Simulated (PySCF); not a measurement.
A PySCF run on TlP

State: ³Σ⁻ (triplet), unpaired electrons π ↑↑.

An equivalent input (the run itself took its basis sets from the Basis Set Exchange, started from a PBE0 density and held the occupation σ 9α 9β, πx 4α 3β, πy 4α 3β, δx 1α 1β, δy 1α 1β):

```python
from pyscf import gto, dft
mol = gto.M(atom='Tl 0 0 0; P 0 0 2.742', basis={'Tl': 'def2-SVPD', 'P': 'def2-SVPD'}, ecp={'Tl': 'def2-SVPD'},
            charge=0, spin=2, verbose=4, symmetry='C2v')
mf = dft.UKS(mol, xc='PBE0')
mf.grids.atom_grid = (80, 434)
mf.grids.prune = dft.gen_grid.treutler_prune
mf.irrep_nelec = {'A1': (10, 10), 'A2': (1, 1), 'B1': (4, 3), 'B2': (4, 3)}
mf.conv_tol = 1e-9
mf.max_cycle = 60
mf.diis_space = 10
mf.kernel()
```

The log (some set-up lines and the per-cycle HOMO/LUMO lines removed):

```
******** <class 'pyscf.dft.uks_symm.SymAdaptedUKS'> ********
method = SymAdaptedUKS
damping factor = 0
level_shift factor = 0
DIIS = <class 'pyscf.scf.diis.CDIIS'>
diis_start_cycle = 1
diis_space = 10
diis_damp = 0
SCF conv_tol = 1e-09
SCF conv_tol_grad = None
SCF max_cycles = 60
number electrons alpha = 19  beta = 17
Set gradient conv threshold to 3.16228e-05
init E= -513.581902288464
cycle= 1 E= -513.587277635433  delta_E= -0.00538  |g|= 0.00642  |ddm|= 0.0342
cycle= 2 E= -513.587293927582  delta_E= -1.63e-05  |g|= 0.00525  |ddm|= 0.0264
cycle= 3 E= -513.587319496465  delta_E= -2.56e-05  |g|= 0.00088  |ddm|= 0.0132
cycle= 4 E= -513.587320264902  delta_E= -7.68e-07  |g|= 0.000186  |ddm|= 0.0022
cycle= 5 E= -513.587320313237  delta_E= -4.83e-08  |g|= 5.33e-05  |ddm|= 0.000523
cycle= 6 E= -513.587320319459  delta_E= -6.22e-09  |g|= 1.75e-05  |ddm|= 0.000234
cycle= 7 E= -513.587320320876  delta_E= -1.42e-09  |g|= 6.57e-06  |ddm|= 0.000125
cycle= 8 E= -513.587320321046  delta_E= -1.7e-10  |g|= 1.1e-06  |ddm|= 4.83e-05
Extra cycle  E= -513.58732032105  delta_E= -3.3e-12  |g|= 4.79e-07  |ddm|= 4.61e-06
converged SCF energy = -513.58732032105  <S^2> = 2.0091739  2S+1 = 3.0061097
```

Repeating this along the bond gives Re = 2.736 Å and ωe = 237 cm⁻¹.

A point of this curve took 1.8 CPU seconds beside 0.27 for the integrals (shared host).

Spin–orbit coupling is left out, which matters for elements this heavy, above all for dissociation energies. The state was picked by a PBE0 search and need not be the measured ground state.
